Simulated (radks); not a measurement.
Species: Ni-. Configuration: [Ar] 3d9 4s2.

All-electron calculation, non-relativistic Kohn-Sham, PBEsol, spin-polarised, spherical densities, point nucleus; open shells are filled with parallel spins first; hard spherical wall at 20 bohr. Program: a radial shooting solver on a logarithmic mesh with Libxc functionals.

Energy parts (hartree):
| part | energy |
|---|---|
| total | -1506.84695 |
| kinetic | 1505.56801 |
| electron-nucleus | -3608.84294 |
| Hartree | 658.15269 |
| exchange-correlation | -61.72471 |

Orbitals (lengths in bohr, moments of r in powers of bohr; r(90%) holds 90 % of the orbital's charge):
[
 {"orbital": "1s up", "occ.": "1", "eigenvalue (hartree)": "-297.7924", "r(90%)": "0.0977", "<r>": "0.05487"},
 {"orbital": "1s down", "occ.": "1", "eigenvalue (hartree)": "-297.7923", "r(90%)": "0.0977", "<r>": "0.05487"},
 {"orbital": "2s up", "occ.": "1", "eigenvalue (hartree)": "-34.93199", "r(90%)": "0.384", "<r>": "0.2485"},
 {"orbital": "2s down", "occ.": "1", "eigenvalue (hartree)": "-34.91079", "r(90%)": "0.384", "<r>": "0.2484"},
 {"orbital": "2p up", "occ.": "3", "eigenvalue (hartree)": "-30.45159", "r(90%)": "0.354", "<r>": "0.2168"},
 {"orbital": "2p down", "occ.": "3", "eigenvalue (hartree)": "-30.43581", "r(90%)": "0.354", "<r>": "0.2167"},
 {"orbital": "3s up", "occ.": "1", "eigenvalue (hartree)": "-3.56963", "r(90%)": "1.13", "<r>": "0.7527"},
 {"orbital": "3s down", "occ.": "1", "eigenvalue (hartree)": "-3.52934", "r(90%)": "1.13", "<r>": "0.7535"},
 {"orbital": "3p up", "occ.": "3", "eigenvalue (hartree)": "-2.20615", "r(90%)": "1.22", "<r>": "0.7875"},
 {"orbital": "3p down", "occ.": "3", "eigenvalue (hartree)": "-2.16650", "r(90%)": "1.22", "<r>": "0.7888"},
 {"orbital": "3d up", "occ.": "5", "eigenvalue (hartree)": "0.02670", "r(90%)": "2.02", "<r>": "1.113"},
 {"orbital": "4s up", "occ.": "1", "eigenvalue (hartree)": "0.03222", "r(90%)": "6.32", "<r>": "3.766"},
 {"orbital": "4s down", "occ.": "1", "eigenvalue (hartree)": "0.03621", "r(90%)": "6.72", "<r>": "3.953"},
 {"orbital": "3d down", "occ.": "4", "eigenvalue (hartree)": "0.06079", "r(90%)": "2.17", "<r>": "1.181"}
]

The highest occupied level is 3d down at 1.654 eV. The electron density at the nucleus is 1.492e+04 e/bohr^3.

Empty levels of this run are not shown, since the potential may be unsettled where no density lies.
